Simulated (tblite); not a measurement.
Species: CH9PS2Si2.
Atom-mapped SMILES: `[CH3:1][S:2][Si@H:3]([PH2:4])[S:5][SiH3:6]` (hydrogens: H7, H8, H9 on C1; H10 on Si3; H11, H12 on P4; H13, H14, H15 on Si6)

Computed with GFN2-xTB (tblite), gas phase: Langevin dynamics at 200 K from the optimised GFN2-xTB geometry, time step 0.5 fs, friction 0.01 fs⁻¹, 2000 steps. The instantaneous temperature is 2·E(kin)/(3Nk) with all 3N coordinates.

```
t (fs)  T (K)  E(pot) above start (eV)  C1–S2 (Å)  S2–Si3 (Å)  Si3–P4 (Å)  Si3–S5 (Å)  S5–Si6 (Å)  C1–H7 (Å)  C1–S2–Si3–P4 (°)
     0    160                    0.000      1.818       2.144       2.240       2.157       2.154      1.085               167
    25     94                    0.303      1.818       2.135       2.254       2.126       2.120      1.114               166
    50    190                    0.209      1.828       2.178       2.198       2.173       2.162      1.090               167
    75    141                    0.327      1.817       2.148       2.302       2.167       2.147      1.091               165
   100    169                    0.302      1.831       2.154       2.247       2.171       2.195      1.088               164
   125    212                    0.198      1.805       2.158       2.224       2.118       2.144      1.096               167
   150    147                    0.252      1.820       2.135       2.232       2.184       2.114      1.103               168
   175    193                    0.179      1.821       2.163       2.259       2.144       2.182      1.079               170
   200    172                    0.174      1.827       2.092       2.245       2.176       2.153      1.089               169
   225    180                    0.215      1.812       2.182       2.212       2.184       2.149      1.100               168
   250    117                    0.306      1.775       2.177       2.317       2.160       2.187      1.068               165
   275    119                    0.278      1.829       2.138       2.233       2.177       2.156      1.099               164
   300    130                    0.318      1.806       2.120       2.192       2.108       2.131      1.071               166
   325    153                    0.270      1.817       2.133       2.292       2.157       2.144      1.087               167
   350    225                    0.207      1.847       2.146       2.310       2.229       2.203      1.077               165
   375    243                    0.143      1.814       2.136       2.217       2.135       2.180      1.098               164
   400    166                    0.240      1.820       2.153       2.251       2.095       2.107      1.109               161
   425    162                    0.250      1.843       2.189       2.230       2.257       2.159      1.074               155
   450    148                    0.395      1.825       2.103       2.256       2.183       2.194      1.079               157
   475    164                    0.312      1.807       2.169       2.228       2.078       2.132      1.101               163
   500    182                    0.327      1.848       2.136       2.226       2.241       2.164      1.071               166
   525    186                    0.278      1.803       2.202       2.268       2.156       2.208      1.073               171
   550    159                    0.294      1.840       2.110       2.214       2.135       2.153      1.104               172
   575    229                    0.292      1.788       2.162       2.223       2.220       2.139      1.050               172
   600    199                    0.308      1.855       2.208       2.352       2.152       2.141      1.081               172
   625    219                    0.381      1.780       2.099       2.187       2.193       2.178      1.124               177
   650    287                    0.261      1.851       2.142       2.259       2.124       2.191      1.083               177
   675    184                    0.244      1.816       2.164       2.303       2.236       2.121      1.052               177
   700    182                    0.226      1.842       2.174       2.259       2.178       2.183      1.084              -179
   725    159                    0.194      1.782       2.117       2.207       2.118       2.130      1.103              -176
   750    209                    0.186      1.850       2.156       2.229       2.184       2.140      1.075              -176
   775    172                    0.306      1.793       2.146       2.286       2.219       2.223      1.056              -178
   800    139                    0.287      1.876       2.146       2.234       2.146       2.142      1.103              -179
   825    157                    0.237      1.788       2.143       2.211       2.135       2.177      1.096               179
   850    126                    0.340      1.885       2.163       2.247       2.177       2.248      1.065               171
   875    165                    0.251      1.763       2.181       2.235       2.163       2.133      1.065               168
   900    177                    0.416      1.921       2.113       2.231       2.103       2.158      1.126               167
   925    275                    0.278      1.785       2.161       2.235       2.227       2.214      1.107               165
   950    223                    0.334      1.839       2.214       2.281       2.236       2.089      1.052               166
   975    234                    0.280      1.816       2.109       2.234       2.109       2.189      1.098               172
  1000    227                    0.305      1.811       2.136       2.183       2.124       2.205      1.090               173
```

**Question.** From 500 fs on, how do temperature and potential energy compare with equipartition?

**Answer.** The mean temperature of these 21 frames is 195 K against the target 200 K, and the mean potential energy 0.29 eV against 39 × kT/2 = 0.34 eV for 39 classical harmonic modes. For 15 atoms in a canonical ensemble the temperature itself scatters by T·√(2/(3N)) = 42 K; here its standard deviation is 40 K. The whole run lasts only 10 friction times of 100 fs, so these averages carry a wide statistical error.

**Question.** What are the kinetic and total energies of the listed frame with the highest potential energy?

**Answer.** The one at 900 fs, 0.416 eV above the start. Its kinetic energy is 3NkT/2 = 0.343 eV at 177 K, so the sum is 0.76 eV; over the listed frames the sum runs from 0.31 to 0.82 eV, since the thermostat adds and removes energy.

**Question.** How much do the listed bonds fluctuate from 500 fs on?

**Answer.** 
```json
{"bond": "C1–S2", "at the start (Å)": "1.818", "mean (Å)": "1.825", "standard deviation (Å)": "0.040"}
{"bond": "S2–Si3", "at the start (Å)": "2.144", "mean (Å)": "2.151", "standard deviation (Å)": "0.032"}
{"bond": "Si3–P4", "at the start (Å)": "2.240", "mean (Å)": "2.243", "standard deviation (Å)": "0.039"}
{"bond": "Si3–S5", "at the start (Å)": "2.157", "mean (Å)": "2.170", "standard deviation (Å)": "0.044"}
{"bond": "S5–Si6", "at the start (Å)": "2.154", "mean (Å)": "2.168", "standard deviation (Å)": "0.038"}
{"bond": "C1–H7", "at the start (Å)": "1.085", "mean (Å)": "1.084", "standard deviation (Å)": "0.022"}
```

The motion is classical and holds no zero-point motion.

The cost below is that of the whole dynamics run. Time: 16 s. Hardware: Arm Neoverse V2, one thread, on a shared host.
